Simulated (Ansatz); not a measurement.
Cost and result for the atomization energy of `[F][Ga]([F])[O][SiH3]` (8 atoms, 7 bonds).

The species carries charge 0 and has multiplicity 1. Correlated methods include outer-core shells of Ga, which these sets cover unevenly. Scalar relativity is left out up to krypton. All single points use the PBE0-D4/def2-TZVP geometry. It is one conformer, not always the lowest. Program: Ansatz. All runs use 4 threads of an Arm Neoverse V2 on a shared host. Times are those of one run each, without the atoms' runs, and a repeat can differ threefold. Electronic energies, without spin–orbit coupling; frozen cores. CCSD(T)/CBS adds CCSD(T) − MP2 in def2-TZVPP to the MP2 limit, and its time is that of the two runs behind it. T1 = 0.014. With those shells the extrapolation isn't a true limit. B3LYP takes the VWN-RPA correlation (the form of Gaussian; ORCA's B3LYP/G).

CCSD(T)/CBS is a level of theory with its own doubt, some kJ/mol a heavy atom from the limit and from the frozen cores, so smaller differences don't rank the functionals.

```
                            level  functions  atomization (kcal/mol)  difference from CCSD(T)/CBS  per bond
          CAM-B3LYP-D4/def2-TZVPP        225                   657.7                         -4.4      -0.6
           LDA (SPW92)/def2-TZVPP        225                   749.2                         87.1      12.4
                CCSD(T)/CBS(def2)          –                   662.1                          0.0       0.0
                B2PLYP/def2-TZVPP        225                   649.8                        -12.3      -1.7
B3LYP-D4/def2-TZVPP (with forces)        225                   647.3                        -14.8      -2.1
              BHLYP-D4/def2-TZVPP        225                   627.1                        -35.0      -5.0
               CCSD(T)/def2-TZVPP        225                   646.5                        -15.6      -2.2
              PBE-QIDH/def2-TZVPP        225                   649.4                        -12.7      -1.8
               BLYP-D4/def2-TZVPP        225                   648.9                        -13.2      -1.9
             revPBE-D4/def2-TZVPP        225                   637.4                        -24.7      -3.5
                   MP2/def2-QZVPP        420                   679.7                         17.6       2.5
  PBE-D4/def2-TZVPP (with forces)        225                   656.9                         -5.2      -0.7
                 CCSD(T)/def2-SVP        107                   615.8                        -46.3      -6.6
```

(1) Order the runs by time, with rough figures. (Estimate.)

Answers

(1) Computed: LDA (SPW92)/def2-TZVPP 1 s; revPBE-D4/def2-TZVPP 1.7 s; BLYP-D4/def2-TZVPP 1.7 s; PBE-D4/def2-TZVPP (with forces) 2 s; BHLYP-D4/def2-TZVPP 2.8 s; CAM-B3LYP-D4/def2-TZVPP 2.8 s; B3LYP-D4/def2-TZVPP (with forces) 3.9 s; B2PLYP/def2-TZVPP 4.3 s; PBE-QIDH/def2-TZVPP 4.5 s; CCSD(T)/def2-SVP 6 s; MP2/def2-QZVPP 16 s; CCSD(T)/def2-TZVPP 2.4 min; CCSD(T)/CBS(def2) 2.7 min.

At CCSD(T), def2-SVP lies −46.3 kcal/mol from the extrapolated value and def2-TZVPP −15.6 kcal/mol: correlation converges slowly with the basis, and small sets miss more of it in the bonded molecule than in its fragments. Leaving LDA and LC-ωPBE aside and taking each functional with its dispersion term where it has one, the values, not all of them listed here, spread over 33.7 kcal/mol, from BHLYP-D4 to ωB97X-V. LDA lies +96.0 kcal/mol from PBE without D4, its usual overbinding. From BLYP to BHLYP (50 % exact exchange), in def2-TZVPP and without D4, the atomization energy moves by −18.8 kcal/mol: exact exchange takes away binding that semilocal exchange gives to molecules.
